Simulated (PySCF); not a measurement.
C₆H₁₀FN.
Atom-mapped SMILES: `[H]/[N:4]=[C:3]1/[C@@H:2]([CH3:1])[C@@H:7]([F:8])[CH2:6][CH2:5]1` (hydrogens: H9, H10, H11 on C1; H12 on C2; H13 on N4; H14, H15 on C5; H16, H17 on C6; H18 on C7)

Geometry (GFN2-xTB, Å), atoms numbered from 1 in this order:
```xyz
18
C6H10FN angstrom
C      1.9676    0.4225    0.7044
C      0.8434   -0.1094   -0.1757
C     -0.1844    0.9419   -0.5284
N      0.1513    2.1071   -0.8466
C     -1.5678    0.3407   -0.4149
C     -1.3360   -1.1613   -0.2500
C      0.0211   -1.2454    0.4466
F     -0.1529   -1.0315    1.8013
H      2.4125    1.2891    0.2257
H      1.5745    0.7227    1.6718
H      2.7261   -0.3417    0.8553
H      1.2679   -0.4807   -1.1155
H     -0.6162    2.7358   -1.0729
H     -2.0435    0.7532    0.4789
H     -2.1914    0.5883   -1.2746
H     -1.2697   -1.6529   -1.2209
H     -2.1124   -1.6463    0.3395
H      0.5015   -2.2259    0.3642
```

Computed with TDDFT CAM-B3LYP/def2-SVPD, vertical, gas phase, core orbitals frozen in the response in PySCF 2.14.0, density-fitted response routines.

Ground-to-excited transition dipoles (e·a0, same axes as the geometry; the sign carries no meaning), for the states with f of 0.002 or more among the lowest 7:

| state | E (eV) | μx | μy | μz |
| --- | --- | --- | --- | --- |
| S1 | 5.200 | -0.006 | 0.007 | 0.136 |
| S2 | 7.053 | 0.420 | -0.105 | 0.042 |
| S3 | 7.655 | -0.014 | -0.836 | 0.287 |
| S4 | 7.756 | -0.190 | -0.279 | 0.061 |
| S5 | 8.169 | 0.021 | -0.107 | 0.177 |
| S6 | 8.212 | -0.043 | -0.309 | 0.062 |
| S7 | 8.284 | -0.102 | -0.156 | -0.004 |

**Question.** What oscillator strength does each state have?

**Answer.** f = (2/3) ΔE |μ|² with ΔE in hartree (27.2114 eV).

| state | \|μ\|² (au) | \|μ\| (D) | f |
| --- | --- | --- | --- |
| S1 | 0.018 | 0.35 | 0.002 |
| S2 | 0.189 | 1.10 | 0.033 |
| S3 | 0.782 | 2.25 | 0.147 |
| S4 | 0.118 | 0.87 | 0.022 |
| S5 | 0.043 | 0.53 | 0.009 |
| S6 | 0.101 | 0.81 | 0.020 |
| S7 | 0.035 | 0.47 | 0.007 |

**Question.** Which bond between heavy atoms lies closest to the direction of the S3 transition dipole?

**Answer.** C3–N4 and C5–C6, at 15° from it; next C2–C7 at 33°.

**Question.** What angle do the transition dipoles of S3 and S6 make?

**Answer.** |cos θ| = |μa·μb| / (|μa| |μb|) = 0.98, so θ ≈ 10° (taken between 0 and 90°, since the signs are arbitrary).

**Question.** What peak molar absorption coefficient would the strongest computed level give as a lone Gaussian band 0.5 eV wide at half height?

**Answer.** ε(max) = 2.175×10⁸ f / FWHM, with the width in cm⁻¹. S3: 2.175×10⁸ × 0.1467 / 4033 ≈ 7900 L mol⁻¹ cm⁻¹.

Time: 56 s. Hardware: one thread of an x86-64 server, shared host.

One conformer stands for the species.
